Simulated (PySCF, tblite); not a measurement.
Isomers of C5H8ClOSi (doublet state), one GFN2-xTB conformer each. Single-point energies are computed at B3LYP/pcH-1 (PySCF, gas phase, no added dispersion term), electronic only. GFN2-xTB treats the open shell by occupation alone, and not every SCF solution was tested for stability.

Question: Rank them by B3LYP/pcH-1 energy, lowest first (kcal/mol).
A. `[CH2:1]=[C:2]1[C@@H:3]([OH:4])[C@@:5]1([Cl:6])[CH2:7][SiH2:8]` (doublet state) with C2–C3–O4–H 33°, C3–C5–C7–Si8 165°, C5–C7–Si8–H -52° and 80°
B. `[H]/[C:1]=[C:2]1/[C@@H:3]([OH:4])[C@@:5]1([Cl:6])[CH2:7][SiH3:8]` (doublet state) with C2–C3–O4–H -69°, C3–C5–C7–Si8 -79°
C. `[CH2:1]=[C:2]1[C:3]([OH:4])[C@:5]1([Cl:6])[CH2:7][SiH3:8]` (doublet state) with C2–C3–O4–H 165°, C3–C5–C7–Si8 -30°

Answer: C (0.0), A (6.8), B (22.1).

GFN2-xTB itself gives, in the same order: 0.0, 3.5, 15.4. Both levels put the same isomer lowest; measured from each level's own lowest isomer, the values differ by up to 6.7 kcal/mol ([H]/[C]=C1/[C@@H](O)[C@@]1(Cl)C[SiH3]: 15.4 against 22.1).

Q: What happens when harmonic zero-point energies from GFN2-xTB frequencies are added?

A: 
```json
{"SMILES": "C=C1[C](O)[C@]1(Cl)C[SiH3]", "ZPE (kcal/mol)": "66.8", "electronic (kcal/mol)": "0.0", "with ZPE (kcal/mol)": "0.0"}
{"SMILES": "C=C1[C@@H](O)[C@@]1(Cl)C[SiH2]", "ZPE (kcal/mol)": "69.5", "electronic (kcal/mol)": "6.8", "with ZPE (kcal/mol)": "9.5"}
{"SMILES": "[H]/[C]=C1/[C@@H](O)[C@@]1(Cl)C[SiH3]", "ZPE (kcal/mol)": "66.4", "electronic (kcal/mol)": "22.1", "with ZPE (kcal/mol)": "21.7"}
```

The zero-point energies span 3.1 kcal/mol. The order is unchanged.
